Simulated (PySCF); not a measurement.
Work out the structure from these simulated measurements.

Formula: C6H4F3N.

| Property | Result |
| --- | --- |
| Dipole | 0.33 D [wB97X-D/def2-SVPD] |
| Couplings | largest of the computed one-bond spin–spin couplings (means over like bonds): 19F–13C -337.2 (×3), 13C–1H +190.5 (×2), 13C–1H +174.2 (×2) Hz [B3LYP/pcJ-1, spin–dipole term left out for some pairs] |
| Polarisability | 75.4 au [wB97X-D/def2-SVPD] |
| Triplet | lowest triplet excitation (Tamm–Dancoff): 4.15 eV [TDA wB97X-D/def2-SVPD] |
| NMR, other nuclei | isotropic shieldings of nuclei other than C and H, by class: -109 (1 N), 256 (3 F) ppm [GIAO PBE0/pcSseg-1] |
| UV, strongest line | among the 10 lowest singlet transitions: S5 at 7.39 eV (168 nm, f = 0.652) [TDDFT wB97X-D/def2-SVPD] |
| 13C NMR | chemical shifts (computed TMS as zero) by class: 156.7 (2 C), 144.5 (1 C), 128.2 (1 C), 124.5 (2 C) ppm [GIAO PBE0/pcSseg-1] |
| Rotational structure | rotational constants A, B, C: 2.943, 0.943, 0.815 GHz [PBE0-D3(BJ)/def2-SVP] |
| UV, first state | lowest singlet excitation: 4.82 eV (257 nm, f = 0.004) [TDDFT wB97X-D/def2-SVPD] |

Electronic properties: PySCF, gas phase, density fitting. Levels stand in brackets. Geometry: PBE0-D3(BJ)/def2-SVP; no solvent, vibrations or thermal averaging. Each NMR value is the plain mean over a class of atoms that symmetry, rotation or inversion makes alike.

Question: What is the compound? Reason from the data.

Answer: Numbering: `[F:1][C:2]([F:3])([F:4])[c:5]1[cH:6][cH:7][n:8][cH:9][cH:10]1`. Its formula, C6H4F3N, gives 4 degrees of unsaturation: 1 ring and 3 π bonds in the structure found (Kekulé form). 6 carbons fall into 4 classes; from least to most shielded: aromatic CH next to a ring nitrogen [C7/C9] (156.7 ppm, 2 C), substituted aromatic carbon [C5] (144.5 ppm), CF3 carbon [C2] (128.2 ppm), aromatic CH carbon [C6/C10] (124.5 ppm, 2 C). The other shieldings belong to: -109 ppm, pyridine-type nitrogen [N8]; 256 ppm, fluorine of a CF3 group [F1/F3/F4]. The couplings run between: -337.2 Hz, fluorine of a CF3 group [F1] and CF3 carbon [C2] (with 2 like pairs); +190.5 Hz, aromatic CH next to a ring nitrogen [C7] and its hydrogen (with 1 like pair); +174.2 Hz, aromatic CH carbon [C6] and its hydrogen (with 1 like pair). By its constants the optimised geometry is an asymmetric top. Structure: `FC(F)(F)C1=CC=NC=C1` (4-(trifluoromethyl)pyridine). Computed isomers that give other values at the same levels: `FC(F)(F)c1cccnc1` (lowest singlet excitation: 4.97 eV (249 nm, f = 0.003)). The assignments are read from this structure; whether some other isomer fits the data as well wasn't checked.

The values belong to the conformer `[F:1][C:2]([F:3])([F:4])[c:5]1[cH:6][cH:7][n:8][cH:9][cH:10]1`: F1–C2–C5–C6 84°.
